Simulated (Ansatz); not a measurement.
Program: Ansatz. Geometries: PBE0-D4/def2-TZVP. ΔE: electronic, gas phase. CCSD(T)/CBS is the MP2 limit (def2-TZVPP, def2-QZVPP) plus CCSD(T) − MP2 in def2-TZVPP, frozen cores. This one scheme is used for every species. Functionals use def2-TZVPP. B3LYP here is the variant with VWN-RPA as its local correlation; programs differ in this. HSE06 is defined as in plane-wave codes. Triplets are unrestricted, without spin–orbit coupling. One conformer a species, not always the lowest.

Reaction (formal loss of a carbene): `BC[SiH](O)F` → `[CH2]` (triplet) + `B[SiH](O)F`

| level | ΔE (kJ/mol) | difference from CCSD(T)/CBS |
| --- | --- | --- |
| LDA (SPW92) | 617.8 | 79.4 |
| PBE-D4 | 542.4 | 4.0 |
| r2SCAN-D4 | 521.9 | -16.5 |
| B3LYP-D4 | 529.7 | -8.7 |
| B2PLYP | 528.6 | -9.8 |
| PBE-QIDH | 537.7 | -0.7 |
| PBE | 535.1 | -3.3 |
| revPBE | 506.1 | -32.3 |
| r2SCAN | 519.9 | -18.5 |
| PBE0 | 529.9 | -8.5 |
| B3LYP | 518.2 | -20.2 |
| HSE06 | 530.7 | -7.7 |
| HF/def2-SVP | 388.1 | -150.3 |
| MP2/def2-SVP | 530.7 | -7.7 |
| MP2/CBS(def2) | 558.6 | 20.2 |
| CCSD/CBS(def2) | 526.0 | -12.4 |
| CCSD(T)/CBS | 538.4 | 0 |

Largest T1 diagnostic among the species: 0.012.

From PBE to PBE0 (25 % exact exchange), in def2-TZVPP and without D4, ΔE moves by −5.2 kJ/mol. In def2-TZVPP, CCSD(T) changes the Hartree–Fock value by +141.8 kJ/mol (the triples alone add +12.5 kJ/mol) and MP2 by +162.0 kJ/mol.
